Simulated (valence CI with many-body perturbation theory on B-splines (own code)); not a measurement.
## Ni XXIV: calculated level list

Method: valence CI with perturbative core correlation (CI+MBPT): three valence electrons over a frozen Dirac-Fock core [He], radial functions for each j: 9 s, 9 p, 8 d, 6 f, 3 g, 1 h, with the one-electron correlation potential Σ1 (screened to all orders), the two-electron term Σ2, the three-electron term Σ3, Breit, model QED; selected single and double excitations, second order for the rest, scaled by the run's own slope (own B-spline code, finite nucleus).

No measured spectrum was set against this ion. As an estimate, levels of excited configurations hold to 0.05 to 0.15 % of their energy, terms of the ground configuration to about 0.5 %.

Levels 1 to 45 of 58, with energies above the lowest level, 2s²2p ²P°_1/2. "Leading %" is the weight of the configuration and term that name the level; weights of strongly mixed levels are sums over their largest components and can fall short, so below about 35 % the name and the second component can differ from the true leading terms, or belong to a minority configuration. In the jj column 3d3/2^4 stands for four electrons in 3d with j = 3/2. Lifetimes count E1, E2, E3, M1 and M2 decay at the calculated energies, and are blank where another channel may lead or the interval is too uncertain; long ones can be off by a factor of two.

```
No.  Configuration  Term    J  E (Ry)  Leading %  Lifetime              Leading jj  Second component
  1          2s²2p   ²P°  1/2   0.000         98                 2s^2 2p1/2 (98 %)                  
  2          2s²2p   ²P°  3/2   1.494         98   25.3 μs       2s^2 2p3/2 (98 %)                  
  3          2s2p²    ⁴P  1/2   4.167         94   5.63 ns       2s 2p1/2^2 (67 %)      5 % 2s2p² ²S
  4          2s2p²    ⁴P  3/2   4.916         99   55.7 ns   2s 2p1/2 2p3/2 (94 %)                  
  5          2s2p²    ⁴P  5/2   5.547         91   7.04 ns   2s 2p1/2 2p3/2 (63 %)      9 % 2s2p² ²D
  6          2s2p²    ²D  3/2   7.688         93   69.4 ps   2s 2p1/2 2p3/2 (85 %)      7 % 2s2p² ²P
  7          2s2p²    ²D  5/2   8.058         91    145 ps       2s 2p3/2^2 (63 %)      9 % 2s2p² ⁴P
  8          2s2p²    ²P  1/2   8.714         65   21.7 ps   2s 2p1/2 2p3/2 (60 %)     31 % 2s2p² ²S
  9          2s2p²    ²S  1/2  10.299         64   24.3 ps       2s 2p3/2^2 (83 %)     34 % 2s2p² ²P
 10          2s2p²    ²P  3/2  10.422         93   16.8 ps       2s 2p3/2^2 (80 %)      6 % 2s2p² ²D
 11            2p³   ⁴S°  3/2  12.974         84   20.1 ps    2p1/2^2 2p3/2 (61 %)      12 % 2p³ ²P°
 12            2p³   ²D°  3/2  14.415         77   35.7 ps    2p1/2 2p3/2^2 (69 %)      12 % 2p³ ²P°
 13            2p³   ²D°  5/2  14.819        100   38.8 ps   2p1/2 2p3/2^2 (100 %)                  
 14            2p³   ²P°  1/2  16.233         98   19.0 ps    2p1/2 2p3/2^2 (98 %)                  
 15            2p³   ²P°  3/2  17.070         75   19.2 ps          2p3/2^3 (90 %)      19 % 2p³ ²D°
 16          2s²3s    ²S  1/2  87.621         95    264 fs          2s^2 3s (95 %)                  
 17          2s²3p   ²P°  1/2  89.417         92   3.55 ps       2s^2 3p1/2 (92 %)                  
 18          2s²3p   ²P°  3/2  89.837         92   3.23 ps       2s^2 3p3/2 (92 %)                  
 19         2s2p3s   ⁴P°  1/2  91.199         95    249 fs      2s 2p1/2 3s (95 %)                  
 20          2s²3d    ²D  3/2  91.467         95   36.9 fs       2s^2 3d3/2 (95 %)                  
 21         2s2p3s   ⁴P°  3/2  91.553         89    235 fs      2s 2p1/2 3s (78 %)    9 % 2s2p3s ²P°
 22          2s²3d    ²D  5/2  91.594         95   38.6 fs       2s^2 3d5/2 (95 %)                  
 23         2s2p3s   ²P°  1/2  92.231         94    346 fs      2s 2p1/2 3s (84 %)                  
 24         2s2p3s   ⁴P°  5/2  92.635         98    216 fs      2s 2p3/2 3s (98 %)                  
 25         2s2p3p    ⁴D  1/2  92.770         75    414 fs   2s 2p1/2 3p1/2 (97 %)    21 % 2s2p3p ²P
 26         2s2p3p    ⁴D  3/2  93.086         72    466 fs   2s 2p1/2 3p1/2 (76 %)    19 % 2s2p3p ²P
 27         2s2p3s   ²P°  3/2  93.364         89    250 fs      2s 2p3/2 3s (94 %)    7 % 2s2p3s ⁴P°
 28         2s2p3p    ²P  3/2  93.515         26    233 fs   2s 2p1/2 3p3/2 (87 %)    24 % 2s2p3p ⁴S
 29         2s2p3p    ²P  1/2  93.668         64   94.9 fs   2s 2p1/2 3p3/2 (63 %)    22 % 2s2p3p ⁴D
 30         2s2p3p    ⁴D  5/2  93.705         86   8.24 ps   2s 2p1/2 3p3/2 (71 %)     9 % 2s2p3p ⁴P
 31         2s2p3p    ⁴P  1/2  93.844         89   1.72 ps   2s 2p1/2 3p1/2 (70 %)     7 % 2s2p3p ²S
 32         2s2p3p    ²D  3/2  94.073         49    127 fs   2s 2p1/2 3p3/2 (79 %)    26 % 2s2p3p ⁴S
 33         2s2p3d   ⁴F°  3/2  94.633         86    320 fs   2s 2p1/2 3d3/2 (94 %)    7 % 2s2p3d ²D°
 34         2s2p3p    ⁴P  3/2  94.663         47    203 fs   2s 2p3/2 3p1/2 (83 %)    22 % 2s2p3p ²P
 35         2s2p3p    ⁴D  7/2  94.692        100    119 ps  2s 2p3/2 3p3/2 (100 %)                  
 36         2s2p3p    ⁴P  5/2  94.839         60    272 fs   2s 2p3/2 3p1/2 (78 %)    28 % 2s2p3p ²D
 37         2s2p3d   ⁴F°  5/2  94.860         82    156 fs   2s 2p1/2 3d3/2 (47 %)   13 % 2s2p3d ⁴D°
 38         2s2p3p    ⁴S  3/2  94.924         41    206 fs   2s 2p3/2 3p3/2 (83 %)    25 % 2s2p3p ²P
 39         2s2p3d   ⁴F°  7/2  95.226         74   93.9 fs   2s 2p1/2 3d5/2 (74 %)   20 % 2s2p3d ⁴D°
 40         2s2p3d   ⁴P°  5/2  95.256         45   45.1 fs   2s 2p1/2 3d5/2 (72 %)   27 % 2s2p3d ²D°
 41         2s2p3d   ⁴D°  3/2  95.375         57   31.1 fs   2s 2p1/2 3d3/2 (43 %)   26 % 2s2p3d ⁴P°
 42         2s2p3p    ²D  5/2  95.397         69    106 fs   2s 2p3/2 3p3/2 (90 %)    29 % 2s2p3p ⁴P
 43         2s2p3d   ⁴D°  1/2  95.410         82   25.4 fs   2s 2p1/2 3d3/2 (76 %)    8 % 2s2p3d ²P°
 44         2s2p3s   ²P°  1/2  95.523         93    164 fs      2s 2p3/2 3s (78 %)                  
 45         2s2p3s   ²P°  3/2  95.542         80    116 fs      2s 2p3/2 3s (71 %)    6 % 2s2p3d ²P°
```

Names give the largest LS component (configuration and term), which can be under half, so a name can repeat, a term be missing and a line seem to break the LS rules; names also repeat where a configuration has a term twice.

The ionisation energy to 2s² ¹S0 of the next ion comes out as 2130.9 eV (NIST: 2130.5 ± 0.9 eV (semi-empirical)). All 58 levels together are meant to be complete up to 97.598 Ry.
